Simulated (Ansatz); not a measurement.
Gas-phase electronic energies from Ansatz, PBE0-D4/def2-TZVP geometries. CBS: MP2 limit from def2 TZ/QZ plus the TZ coupled-cluster correction, frozen cores. DFT in def2-TZVPP. B3LYP here is the variant with VWN-RPA as its local correlation; programs differ in this. Each species was taken in one conformer, which may not be the lowest.

Reaction (isomerisation): `CN[SiH](C)O` → `CC(O)N[SiH3]`

```json
{"level": "PBE-D4", "ΔE (kJ/mol)": "187.8", "difference from CCSD(T)/CBS": "-11.1"}
{"level": "r2SCAN-D4", "ΔE (kJ/mol)": "198.2", "difference from CCSD(T)/CBS": "-0.7"}
{"level": "PBE0-D4", "ΔE (kJ/mol)": "192.0", "difference from CCSD(T)/CBS": "-6.9"}
{"level": "B3LYP-D4", "ΔE (kJ/mol)": "196.2", "difference from CCSD(T)/CBS": "-2.7"}
{"level": "ωB97X-V", "ΔE (kJ/mol)": "190.2", "difference from CCSD(T)/CBS": "-8.7"}
{"level": "ωB97M-V", "ΔE (kJ/mol)": "197.3", "difference from CCSD(T)/CBS": "-1.6"}
{"level": "PBE", "ΔE (kJ/mol)": "187.3", "difference from CCSD(T)/CBS": "-11.6"}
{"level": "PBE0", "ΔE (kJ/mol)": "191.6", "difference from CCSD(T)/CBS": "-7.3"}
{"level": "HF/def2-TZVPP", "ΔE (kJ/mol)": "195.1", "difference from CCSD(T)/CBS": "-3.8"}
{"level": "MP2/def2-TZVPP", "ΔE (kJ/mol)": "202.2", "difference from CCSD(T)/CBS": "3.3"}
{"level": "SCS-MP2/def2-TZVPP", "ΔE (kJ/mol)": "196.9", "difference from CCSD(T)/CBS": "-2.0"}
{"level": "CCSD/def2-TZVPP", "ΔE (kJ/mol)": "195.4", "difference from CCSD(T)/CBS": "-3.5"}
{"level": "CCSD(T)/def2-TZVPP", "ΔE (kJ/mol)": "193.8", "difference from CCSD(T)/CBS": "-5.1"}
{"level": "HF/def2-QZVPP", "ΔE (kJ/mol)": "196.3", "difference from CCSD(T)/CBS": "-2.6"}
{"level": "MP2/def2-QZVPP", "ΔE (kJ/mol)": "205.6", "difference from CCSD(T)/CBS": "6.7"}
{"level": "SCS-MP2/def2-QZVPP", "ΔE (kJ/mol)": "200.5", "difference from CCSD(T)/CBS": "1.6"}
{"level": "CCSD(T)/CBS", "ΔE (kJ/mol)": "198.9", "difference from CCSD(T)/CBS": "0"}
```

Largest T1 diagnostic among the species: 0.011.

From PBE to PBE0 (25 % exact exchange), in def2-TZVPP and without D4, ΔE moves by +4.2 kJ/mol.
